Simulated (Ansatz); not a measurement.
Ansatz (an electronic-structure program) input (HF/STO-3G):

Ansatz 0.2 input:
```yaml
crystal:
  periodic: [false, false, false]
  atoms:
    - {symbol: C, position_ang: [1.08331400, -0.36964600, 0.01428200]}
    - {symbol: C, position_ang: [-0.11449800, 0.29184600, -0.57145900]}
    - {symbol: O, position_ang: [-1.13643200, 0.27846500, 0.23147500]}
    - {symbol: H, position_ang: [1.39523300, -1.17287000, -0.65956300]}
    - {symbol: H, position_ang: [1.90627700, 0.35094900, 0.01626500]}
    - {symbol: H, position_ang: [0.93967900, -0.77368300, 1.03389600]}
    - {symbol: H, position_ang: [-0.96263400, -0.16531700, 1.10066700]}
basis:
  gaussian:
    orbitals: STO-3G
hamiltonian:
  xc: {name: HF}
relax: {f_tol: 0.003, max_steps: 120}
```

Output:

```
Functional definition: HF
integrals: 0.00 GiB planned
285 factors; integrals over basis functions are off by at most 1.7e-5 eV
mean field: 0.04 GiB planned
mean field evaluation 1: about -4104.4309 eV, gradient 1.3e1 eV
mean field evaluation 2: about -4104.5412 eV, gradient 1.3e1 eV
mean field evaluation 4: about -4105.1941 eV, gradient 1.5e0 eV
mean field evaluation 8: about -4105.2052 eV, gradient 1.0e-2 eV
mean field -4105.20518891 eV, -150.8635080845 hartree, gradient 3.1e-5 eV, S^2 0.000000; 0 other end points of the search recorded, 0 dependent functions left out
the calculation of the forces begins
reference -4105.20518891 eV, -150.8635080845 hartree; 12, 12 occupied and 7, 7 virtual orbitals, 285 factors
relax step   1: F+E_penalty+E_count = -4105.20518891 eV  Δ(F+E_penalty+E_count) = +0.000e0 eV  max|allowed force component| = 2.130e0 eV/Å  Δτ_max = 0.0000 Å  (29 SCF iters, accepted)
these checks for a lower state are left out or cut short: starts, cluster_reference, orbital_swaps, neighbouring_geometries, increment
integrals: 0.00 GiB planned
285 factors; integrals over basis functions are off by at most 1.5e-5 eV
mean field: 0.04 GiB planned
mean field evaluation 16: about -4105.3042 eV, gradient 3.3e-4 eV
mean field -4105.30415478 eV, -150.8671450132 hartree, gradient 2.0e-5 eV, S^2 0.000000; 0 other end points of the search recorded, 0 dependent functions left out
the calculation of the forces begins
reference -4105.30415478 eV, -150.8671450132 hartree; 12, 12 occupied and 7, 7 virtual orbitals, 285 factors
relax step   2: F+E_penalty+E_count = -4105.30415478 eV  Δ(F+E_penalty+E_count) = -9.897e-2 eV  max|allowed force component| = 5.813e-1 eV/Å  Δτ_max = 0.0361 Å  (25 SCF iters, accepted)
these checks for a lower state are left out or cut short: starts, cluster_reference, orbital_swaps, neighbouring_geometries, increment
integrals: 0.00 GiB planned
285 factors; integrals over basis functions are off by at most 1.5e-5 eV
mean field: 0.04 GiB planned
mean field -4105.31234789 eV, -150.8674461043 hartree, gradient 1.6e-5 eV, S^2 0.000000; 0 other end points of the search recorded, 0 dependent functions left out
the calculation of the forces begins
reference -4105.31234789 eV, -150.8674461043 hartree; 12, 12 occupied and 7, 7 virtual orbitals, 285 factors
relax step   3: F+E_penalty+E_count = -4105.31234789 eV  Δ(F+E_penalty+E_count) = -8.193e-3 eV  max|allowed force component| = 5.431e-2 eV/Å  Δτ_max = 0.0180 Å  (25 SCF iters, accepted)
these checks for a lower state are left out or cut short: starts, cluster_reference, orbital_swaps, neighbouring_geometries, increment
integrals: 0.00 GiB planned
285 factors; integrals over basis functions are off by at most 1.5e-5 eV
mean field: 0.04 GiB planned
mean field evaluation 32: about -4105.3124 eV, gradient 3.3e-4 eV
mean field -4105.31242189 eV, -150.8674488236 hartree, gradient 1.6e-5 eV, S^2 0.000000; 0 other end points of the search recorded, 0 dependent functions left out
the calculation of the forces begins
reference -4105.31242189 eV, -150.8674488236 hartree; 12, 12 occupied and 7, 7 virtual orbitals, 285 factors
relax step   4: F+E_penalty+E_count = -4105.31242189 eV  Δ(F+E_penalty+E_count) = -7.400e-5 eV  max|allowed force component| = 2.918e-2 eV/Å  Δτ_max = 0.0042 Å  (27 SCF iters, accepted)
these checks for a lower state are left out or cut short: starts, cluster_reference, orbital_swaps, neighbouring_geometries, increment
integrals: 0.00 GiB planned
285 factors; integrals over basis functions are off by at most 1.5e-5 eV
mean field: 0.04 GiB planned
mean field -4105.31247105 eV, -150.8674506304 hartree, gradient 1.6e-5 eV, S^2 0.000000; 0 other end points of the search recorded, 0 dependent functions left out
the calculation of the forces begins
reference -4105.31247105 eV, -150.8674506304 hartree; 12, 12 occupied and 7, 7 virtual orbitals, 285 factors
relax step   5: F+E_penalty+E_count = -4105.31247105 eV  Δ(F+E_penalty+E_count) = -4.917e-5 eV  max|allowed force component| = 2.599e-3 eV/Å  Δτ_max = 0.0021 Å  (27 SCF iters, accepted)
integrals: 0.00 GiB planned
285 factors; integrals over basis functions are off by at most 1.5e-5 eV
mean field: 0.04 GiB planned
mean field -4105.31247105 eV, -150.8674506304 hartree, gradient 1.6e-5 eV, S^2 0.000000; 1 other end points of the search recorded, 0 dependent functions left out
the calculation of the forces begins
reference -4105.31247105 eV, -150.8674506304 hartree; 12, 12 occupied and 7, 7 virtual orbitals, 285 factors
Total energy: -4105.31247105 eV, -150.8674506304 hartree
Atom 0 at     1.101814    -0.375451     0.013381 Å, force    -0.001192     0.000896    -0.001119 eV/Å
Atom 1 at    -0.144133     0.316185    -0.603928 Å, force     0.002597    -0.001041     0.000384 eV/Å
Atom 2 at    -1.165400     0.283435     0.242172 Å, force    -0.001926    -0.000507     0.002599 eV/Å
Atom 3 at     1.403264    -1.186353    -0.643863 Å, force    -0.000097    -0.000228     0.000122 eV/Å
Atom 4 at     1.916269     0.343312     0.034558 Å, force     0.000009     0.000087     0.000262 eV/Å
Atom 5 at     0.954757    -0.771962     1.018614 Å, force    -0.000172     0.000009     0.000109 eV/Å
Atom 6 at    -0.955630    -0.169423     1.104629 Å, force     0.000781     0.000784    -0.002357 eV/Å
Dipole moment:     0.197852    -0.267571     0.453695 e Å
```

The geometry given is a B3LYP-D3(BJ)/def2-TZVP minimum.
